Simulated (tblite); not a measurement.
Level: GFN2-xTB in tblite, geometry and Hessian alike; calculated harmonic values, unscaled, isolated species. The method is semi-empirical: single wavenumbers can be off by several per cent or more. Modes of hydrogen on silicon can be 10 to 20 % off. One conformer each. Thermal functions are those of the rigid rotor and harmonic oscillator, without mixing of conformers.

Question: Order these by their zero-point energy, highest first (kJ/mol).
A. `O=C1[SiH2]C(=O)[C@@H](C1)COC`
B. `C[C@H](Cl)/C(=C/O[SiH3])O[SiH3]`
C. `C#C[P@@]1(C=CCC1)=O`
D. `C[C@@H](F)[C@H](F)C(=O)Cl`
E. `CS[Si@@H](C)O[SiH3]`

Answer: A (388.2), B (356.2), E (294.4), C (289.7), D (225.4).

```tsv
SMILES	atoms	mass (u)	symmetry number	modes under 300 cm⁻¹	ZPE (kJ/mol)	S translation (J/(mol K))	S rotation	S vibration	S	Cp
COC[C@@H]1CC(=O)[SiH2]C1=O	20	158.04	1	7	388.2	172.0	124.6	139.6	436.2	181.5
C[C@H](Cl)/C(=C/O[SiH3])O[SiH3]	20	182.00	1	12	356.2	173.8	129.2	168.5	471.4	204.2
CS[Si@@H](C)O[SiH3]	16	138.00	1	10	294.4	170.3	122.1	164.6	457.0	166.6
C#C[P@]1(=O)C=CCC1	15	126.02	1	5	289.7	169.2	119.1	89.2	377.5	139.0
C[C@@H](F)[C@H](F)C(=O)Cl	13	142.00	1	6	225.4	170.7	121.2	106.2	398.1	132.5
```

Entropies and Cp are for 298.15 K and 1 bar.
